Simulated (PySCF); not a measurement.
Members of one family of related compounds. Method: TDDFT wB97X-D/def2-SVPD, vertical, gas phase, core orbitals frozen in the response in PySCF 2.14.0, density-fitted response routines. Geometries: PBE0-D3(BJ)/def2-SVP; one conformer of each isolated species. Triplets are in the Tamm–Dancoff approximation. 'Strongest' means the level of largest summed f among the lowest 10 singlets; it needn't be the same kind of state in each.

Question: Rank by computed lowest singlet excitation energy, lowest first.
A. `[SiH3]O[C@H]1C=N1`
B. `[SiH3]C[C@H]1C=N1`
C. `N#C[C@H]1C=N1`
D. `CC#C[C@@H]1C=N1`
E. `FB(F)[C@H]1C=N1`

Answer: A (4.59 eV), D (4.88 eV), B (5.06 eV), C (5.30 eV), E (5.47 eV).

| SMILES | S1 (eV) | HOMO (eV) | f (S1) | f (strongest) | first f ≥ 0.01 (nm) | S1 mainly |
| --- | --- | --- | --- | --- | --- | --- |
| [SiH3]O[C@H]1C=N1 | 4.59 | -9.34 | 0.000 | 0.09 | 160 | H→L (95%) |
| CC#C[C@@H]1C=N1 | 4.88 | -8.77 | 0.009 | 0.07 | 201 | H→L (85%) |
| [SiH3]C[C@H]1C=N1 | 5.06 | -9.69 | 0.000 | 0.04 | 181 | H→L (97%) |
| N#C[C@H]1C=N1 | 5.30 | -10.54 | 0.003 | 0.16 | 178 | H→L (92%) |
| FB(F)[C@H]1C=N1 | 5.47 | -10.49 | 0.003 | 0.17 | 187 | H→L (93%) |

H and L stand for HOMO and LUMO.
